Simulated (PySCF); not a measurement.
TeOCl₄ at several levels of theory

All levels use the PBE0 minimum (singlet; Te–Cl 2.355 Å (×2), Te–Cl 2.379 Å (×2), Te–O 1.801 Å; Cl–Te–Cl 86.7° (×4), Cl–Te–Cl 112.8°, Cl–Te–Cl 168.1°, Cl–Te–O 95.9° (×2), Cl–Te–O 123.6° (×2)), basis [Te def2-SVP with ECP28, O def2-SVP, Cl def2-SVP], scalar-relativistic core potentials, density fitting, no spin–orbit coupling, PySCF. For vertical energies the ionised species is a doublet (spins chosen at PBE0 and kept) and the electron-attached one a doublet. Atomisation goes to high-spin ground-configuration atoms, without zero-point energy. Open shells are unrestricted, also as the reference of the correlated levels. A dash marks a value that was not computed or is not defined at that level.

```tsv
level	atomisation (kJ/mol)	vertical IP (eV)	vertical EA (eV)	−ε(HOMO) (eV)	gap (eV)	dipole (D)
PBE0	1038	11.30	3.61	9.05	3.52	2.02
HF	218	12.24	3.11	12.89	10.68	2.64
MP2	–	11.47	2.85	–	–	–
PBE	1196	10.28	3.33	7.38	1.29	1.77
B3LYP	985	11.05	3.51	8.64	3.02	2.01
r2SCAN	–	10.68	3.61	7.91	1.64	1.83
TPSSh	1062	10.99	3.54	8.26	2.33	1.81
r2SCANh	–	11.20	3.68	8.50	2.48	1.93
MN15	–	11.58	3.64	9.84	4.78	2.01
```

Without diffuse functions attachment energies tend to come out too low.
